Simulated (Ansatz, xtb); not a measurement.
# C2H9OSbSi: which of two conformers lies lower

Structure a is `[CH3][Sb]([CH3])[SiH2]O`, a singlet and structure b is `[CH3][Sb]([CH3])[SiH2]O`, a singlet. Both are isolated molecules in the gas phase, relaxed with PBE0-D4/def2-SVP.

a (Å):

| atom | x (Å) | y (Å) | z (Å) |
| --- | --- | --- | --- |
| C | -1.4561 | 1.0317 | 1.8727 |
| C | -2.0160 | 0.0961 | -1.1454 |
| O | 2.0290 | -0.6496 | 1.5906 |
| Sb | -1.4296 | -0.8368 | 0.7375 |
| Si | 1.0813 | -0.5358 | 0.2154 |
| H | -2.4992 | 1.3081 | 2.0821 |
| H | -0.9378 | 0.8897 | 2.8325 |
| H | -0.9732 | 1.8437 | 1.3099 |
| H | -3.0760 | 0.3809 | -1.0829 |
| H | -1.8943 | -0.6239 | -1.9672 |
| H | -1.4102 | 0.9905 | -1.3497 |
| H | 1.2571 | 0.8013 | -0.4539 |
| H | 1.5870 | -1.5936 | -0.7068 |
| H | 1.8486 | -0.0056 | 2.2815 |

b (Å):

```tsv
atom	x (Å)	y (Å)	z (Å)
C	0.2979	1.6784	1.3216
C	-0.0809	0.5386	-1.6719
O	0.2566	-3.1262	0.0926
Sb	-0.9695	0.2282	0.2948
Si	0.6739	-1.6846	0.8350
H	1.3535	1.5531	1.0413
H	0.1905	1.5567	2.4088
H	-0.0313	2.6903	1.0464
H	1.0092	0.6529	-1.5905
H	-0.3076	-0.3284	-2.3087
H	-0.5125	1.4393	-2.1306
H	0.7714	-1.8406	2.3268
H	2.0323	-1.3507	0.3104
H	-0.6071	-3.4824	0.3204
```

Question: Estimate E(b) − E(a) at the level CCSD(T)/def2-SVP + ΔMP2/def2-TZVPP.

Answer: CCSD(T)/def2-SVP + ΔMP2/def2-TZVPP gives E(b) − E(a) = −0.33 kcal/mol, slightly favouring structure b, which is too small a margin to settle the true order.

How the difference moves with the method:

| level | geometry | E(b) − E(a) (kcal/mol) | departure from the last row (kcal/mol) | job, with rough time for the two |
| --- | --- | --- | --- | --- |
| PBE0-D4/def2-SVP | PBE0-D4/def2-SVP | −0.37 | −0.04 | optimisation, 72 s |
| HF/def2-SVP | PBE0-D4/def2-SVP | −0.58 | −0.25 | part of the CCSD(T) run |
| MP2/def2-SVP | PBE0-D4/def2-SVP | −0.48 | −0.14 | part of the CCSD(T) run |
| CCSD(T)/def2-SVP | PBE0-D4/def2-SVP | −0.42 | −0.08 | single point |
| CCSD(T)/def2-SVP + ΔMP2/def2-TZVPP | PBE0-D4/def2-SVP | −0.33 |  | single point, 68 s |

The largest departure from CCSD(T)/def2-SVP + ΔMP2/def2-TZVPP is that of HF/def2-SVP, 0.25 kcal/mol. Levels run at GFN2-xTB geometries aren't shown. The last row adds to CCSD(T) the change of the MP2 difference between the two basis sets, here +0.08 kcal/mol.

With thermal terms from frequencies at re-optimised GFN2-xTB minima (ideal gas, soft modes damped towards free rotors, one conformer each, 298.15 K, 1 atm): the zero-point term adds +0.02 kcal/mol; ΔH is −0.29 and ΔG −0.32 kcal/mol.

The correlated steps freeze 12 core orbitals; the filled d shell of Sb is correlated, in a basis made for valence electrons. Atoms past krypton carry core potentials in the def2 sets and no spin–orbit term is included. Codes used: Ansatz 0.2.0, xtb 6.7.1; the last row on 2 threads of Intel(R) Xeon(R) Platinum 8488C (Sapphire Rapids) on a shared host.
